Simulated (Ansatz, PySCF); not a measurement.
Breaking a bond: H3FSi, SMILES F[SiH3], singlet. The Si1–F5 bond (Si1 also carries H, H, H; F5 carries nothing else) is pulled apart rigidly from the PBE0/def2-TZVP optimised geometry.

Methods: UHF/cc-pVTZ (Ansatz, a program for electronic structure); RHF/cc-pVTZ (Ansatz); UKS-PBE = unrestricted PBE/cc-pVTZ in Ansatz; RKS-PBE = Ansatz with restricted PBE/cc-pVTZ; UKS-PBE0 = unrestricted PBE0/cc-pVTZ (Ansatz); RKS-PBE0 = restricted PBE0/cc-pVTZ run with Ansatz; UKS-B3LYP = unrestricted B3LYP/cc-pVTZ run with Ansatz; RKS-B3LYP = restricted B3LYP/cc-pVTZ (Ansatz); UKS-B3LYP/6-31G* = unrestricted B3LYP/6-31G*, spherical d run with PySCF; RKS-B3LYP/6-31G* = PySCF 2.14.0 with restricted B3LYP/6-31G*, spherical d; UKS-M06-2X/6-31G* = PySCF with unrestricted M06-2X/6-31G*, spherical d; RKS-M06-2X/6-31G* = restricted M06-2X/6-31G*, spherical d run with PySCF.

Scanned distances (Å): 1.28, 1.35, 1.43, 1.53, 1.58, 1.60, 1.64, 1.70, 1.75, 1.85, 2.00, 2.17, 2.44, 2.67, 2.83, 3.22, 3.51, 3.88, 4.31, 4.72, 5.58.

**Question.** Where does the unrestricted solution first break spin symmetry (<S²> of 0.01 or more)?

**Answer.** UHF: between 2.17 and 2.44 Å; UKS-PBE: between 2.83 and 3.22 Å; UKS-PBE0: between 2.44 and 2.67 Å; UKS-B3LYP: between 2.67 and 2.83 Å; UKS-B3LYP/6-31G*: between 2.44 and 2.67 Å; UKS-M06-2X/6-31G*: between 2.44 and 2.67 Å.

| R / Å | <S²> UHF | E(RHF) − E(UHF) / mEh | <S²> UKS-PBE | E(RKS-PBE) − E(UKS-PBE) / mEh | <S²> UKS-PBE0 | E(RKS-PBE0) − E(UKS-PBE0) / mEh | <S²> UKS-B3LYP | E(RKS-B3LYP) − E(UKS-B3LYP) / mEh | <S²> UKS-B3LYP/6-31G* | E(RKS-B3LYP/6-31G*) − E(UKS-B3LYP/6-31G*) / mEh | <S²> UKS-M06-2X/6-31G* | E(RKS-M06-2X/6-31G*) − E(UKS-M06-2X/6-31G*) / mEh |
|---|---|---|---|---|---|---|---|---|---|---|---|---|
| 1.28 | 0.00 | 0.0 | 0.00 | 0.0 | 0.00 | 0.0 | 0.00 | 0.0 | 0.00 | 0.0 | 0.00 | 0.0 |
| 1.35 | 0.00 | 0.0 | 0.00 | 0.0 | 0.00 | 0.0 | 0.00 | 0.0 | 0.00 | 0.0 | 0.00 | 0.0 |
| 1.43 | 0.00 | 0.0 | 0.00 | 0.0 | 0.00 | 0.0 | 0.00 | 0.0 | 0.00 | 0.0 | 0.00 | 0.0 |
| 1.53 | 0.00 | 0.0 | 0.00 | 0.0 | 0.00 | 0.0 | 0.00 | 0.0 | 0.00 | 0.0 | 0.00 | 0.0 |
| 1.58 | 0.00 | 0.0 | 0.00 | 0.0 | 0.00 | 0.0 | 0.00 | 0.0 | 0.00 | 0.0 | 0.00 | 0.0 |
| 1.60 | 0.00 | 0.0 | 0.00 | 0.0 | 0.00 | 0.0 | 0.00 | 0.0 | 0.00 | 0.0 | 0.00 | 0.0 |
| 1.64 | 0.00 | 0.0 | 0.00 | 0.0 | 0.00 | 0.0 | 0.00 | 0.0 | 0.00 | 0.0 | 0.00 | 0.0 |
| 1.70 | 0.00 | 0.0 | 0.00 | 0.0 | 0.00 | 0.0 | 0.00 | 0.0 | 0.00 | 0.0 | 0.00 | 0.0 |
| 1.75 | 0.00 | 0.0 | 0.00 | 0.0 | 0.00 | 0.0 | 0.00 | 0.0 | 0.00 | 0.0 | 0.00 | 0.0 |
| 1.85 | 0.00 | 0.0 | 0.00 | 0.0 | 0.00 | 0.0 | 0.00 | 0.0 | 0.00 | 0.0 | 0.00 | 0.0 |
| 2.00 | 0.00 | 0.0 | 0.00 | 0.0 | 0.00 | 0.0 | 0.00 | 0.0 | 0.00 | 0.0 | 0.00 | 0.0 |
| 2.17 | 0.00 | 0.0 | 0.00 | 0.0 | 0.00 | 0.0 | 0.00 | 0.0 | 0.00 | 0.0 | 0.00 | 0.0 |
| 2.44 | 0.13 | 0.1 | 0.00 | 0.0 | 0.00 | 0.0 | 0.00 | 0.0 | 0.00 | 0.0 | 0.00 | 0.0 |
| 2.67 | 0.73 | 17.6 | 0.00 | 0.0 | 0.05 | 0.1 | 0.00 | 0.0 | 0.04 | 0.0 | 0.20 | 1.4 |
| 2.83 | 0.85 | 34.3 | 0.00 | 0.0 | 0.26 | 2.3 | 0.16 | 0.8 | 0.27 | 2.2 | 0.40 | 6.8 |
| 3.22 | 0.96 | 73.3 | 0.35 | 3.3 | 0.56 | 13.7 | 0.49 | 9.4 | 0.57 | 13.4 | 0.72 | 25.6 |
| 3.51 | 0.99 | 97.7 | 0.51 | 8.0 | 0.68 | 22.9 | 0.61 | 16.9 | 0.69 | 22.4 | 0.84 | 39.2 |
| 3.88 | 1.00 | 123.4 | 0.62 | 13.5 | 0.78 | 33.1 | 0.71 | 25.4 | 0.78 | 32.2 | 0.94 | 54.8 |
| 4.31 | 1.01 | 146.4 | 0.68 | 18.3 | 0.84 | 42.3 | 0.77 | 33.0 | 0.84 | 40.8 | 0.99 | 69.9 |
| 4.72 | 1.01 | 162.7 | 0.72 | 21.4 | 0.88 | 48.7 | 0.81 | 38.3 | 0.87 | 46.6 | 1.00 | 80.4 |
| 5.58 | 1.01 | 184.7 | 0.76 | 25.0 | 0.93 | 57.0 | 0.85 | 45.1 | 0.91 | 53.7 | 1.00 | 94.0 |
